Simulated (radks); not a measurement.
Values are calculated unless marked as measured or tabulated.
Coherent X-ray form factor from a spherical all-electron density. Level of theory: Dirac Kohn-Sham, BLYP, spin-unpolarised, spherical densities, finite nucleus; Fermi nuclear charge, rms radius of each element as measured or else 0.836 A^(1/3) + 0.57 fm (a radial shooting solver on a logarithmic mesh with Libxc functionals).

sin(theta)/lambda (1/angstrom)  f0 (electrons)
0.05                                    72.037
0.1                                     69.508
0.15                                    66.148
0.2                                     62.533
0.25                                    58.943
0.3                                     55.487
0.4                                     49.135
0.5                                     43.622
0.6                                     38.902
0.8                                     31.311
1                                       25.603
1.25                                    20.638
1.5                                     17.507
2                                       13.867

The species is in the configuration that NIST lists as its ground one. Which atom or ion scatters so?

Answer. The tungsten ion W+, [Xe] 4f14 5d4 6s1. Extrapolating in s^2 from the first two rows gives f0(0) = 72.9, near the electron count 73; among species with that count, the fall with angle is slower the higher Z, and the table is that of Z = 74; from so few rows the species is fixed only to a neighbour or two.
